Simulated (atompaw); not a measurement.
**Pseudopotential generation for Os (Z = 76): PAW (atompaw), LDA (PW92), scalar-relativistic.**

* Element: osmium
* Generator: atompaw 4.2.0.5
* Type: PAW
* Functional: LDA (PW92)
* Relativity: scalar-relativistic
* Frozen core: [Kr] 4d10 4f14 5s2
* Valence charge: 14
* Reference configuration: 5p6 5d6 6s2 6p0
* Partial waves: 6s (bound): rc 2.55 bohr; 6s channel at 2.4 Ry: rc 2.55 bohr; 5p (bound): rc 1.30 bohr; 6p (bound, empty): rc 2.35 bohr; 5d (bound): rc 1.55 bohr; 5d channel at 1.3 Ry: rc 1.55 bohr
* Local potential: troulliermartins scheme with l = 3 at 0 Ry, radius 2.00 bohr
* Core correction: smooth core density matched at 1.80 bohr
* Augmentation charge: sinc compensation charge, radius 1.85 bohr; PAW radius 2.55 bohr; waves and projectors: custom polynom2 7 10 vanderbiltortho

Poles of the logarithmic derivatives, all-electron (AE) and pseudo (PS). s: poles at 2.0 (AE) and 2.0 (PS) Ry. p: poles at -3.7, 3.8 (AE) and -3.7, 2.5 (PS) Ry. d: poles at 0.0 (AE) and 0.0 (PS) Ry. Test radius 2.55 bohr.

* Cutoffs needed: 70 Ry and 300 Ry (the cutoffs (Ry, on a coarse ladder) from which the occupation-weighted sum of valence levels, in a spherical-Bessel basis at the reference potential, stays within 10 and 1 mRy of its value at 400 Ry)
* Ghost test: ghost states, extra bound levels that the all-electron valence spectrum of the same l lacks: s at -48.1 eV, d at -38.7 eV; a true bound ghost makes a file unfit for plane-wave use (spherical-Bessel basis up to 400 Ry, 20 bohr box)
* Lowest eigenvalue of the overlap operator: 0.49 (p channel)
* Overlap eigenvalues printed by atompaw (projector basis): 0.0236, 0.497, 15.3, 15.9, 2.39e+03, 9.73e+04
* Share of each valence orbital outside the PAW sphere: 6s 61 %, 5p 1 %, 6p 89 %, 5d 16 %
